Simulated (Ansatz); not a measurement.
`C[O][SnH]([F])[Cl]` + HCl → `C[O][SnH]([Cl])[Cl]` + H–F at 500 K and 1 bar (ligand exchange at the Sn–F bond).

Computed with Ansatz on PBE0-D4/def2-TZVP structures; ΔE is electronic, products minus reactants. CCSD(T)/CBS adds triple-zeta CCSD(T) − MP2 to the extrapolated MP2 energy (def2 sets, frozen cores). This one scheme is used for every species. Elements past krypton have def2 core potentials. For Sn outer-core shells are correlated without core-valence functions, which leaves a few kJ/mol of doubt a bond. Each species was taken in one conformer, which may not be the lowest.

```json
{"species": "`C[O][SnH]([F])[Cl]`", "CCSD(T)/CBS energy (Eh)": "-889.30712", "H − E (kJ/mol)": "183.9", "S (J/(mol·K))": "445.8"}
{"species": "HCl", "CCSD(T)/CBS energy (Eh)": "-460.38127", "H − E (kJ/mol)": "32.5", "S (J/(mol·K))": "201.9"}
{"species": "`C[O][SnH]([Cl])[Cl]`", "CCSD(T)/CBS energy (Eh)": "-1249.30688", "H − E (kJ/mol)": "183.1", "S (J/(mol·K))": "456.4"}
{"species": "H–F", "CCSD(T)/CBS energy (Eh)": "-100.39570", "H − E (kJ/mol)": "39.4", "S (J/(mol·K))": "188.7"}
```

H − E and S are ideal-gas, rigid-rotor, harmonic terms from PBE0-D4/def2-TZVP, for one conformer and one mirror image of each species. 1 Eh = 2625.50 kJ/mol, R = 8.31446 J/(mol·K).

Task: By hand: ΔE, ΔH, ΔS and ΔG.

Result: ΔE = (-1249.30688) + (-100.39570) − (-889.30712) − (-460.38127) = -0.01419 Eh = -37.3 kJ/mol. Δ(H − E) = 183.1 + 39.4 − 183.9 − 32.5 = 6.1, so ΔH = -31.2 kJ/mol. ΔS = 456.4 + 188.7 − 445.8 − 201.9 = -2.6 J/(mol·K). ΔG = -31.2 − 500 × (-2.6)/1000 = -29.9 kJ/mol.

Task: By hand: the equilibrium constant, and the temperature at which ΔG would vanish if ΔH and ΔS stayed fixed.

Result: log₁₀ K = −ΔG/(RT ln 10) = 3.1. ΔG = 0 at ΔH/ΔS = 12000 K, far beyond where these terms or the molecules hold.

The number of gas molecules stays the same, so ΔS is small and ΔH decides. A doubt of 5 kJ/mol in ΔE shifts log₁₀ K by 0.5 here. Other conformers and mirror images would add mixing entropy, several J/(mol·K) or more a flexible species. Modes under 60 cm⁻¹, often nearly free rotors, make the harmonic entropy too high. These are equilibria of isolated gas molecules and say nothing of rates. Largest T1 diagnostic: 0.014 (customary marks: 0.02 for closed shells, 0.045 for open ones).
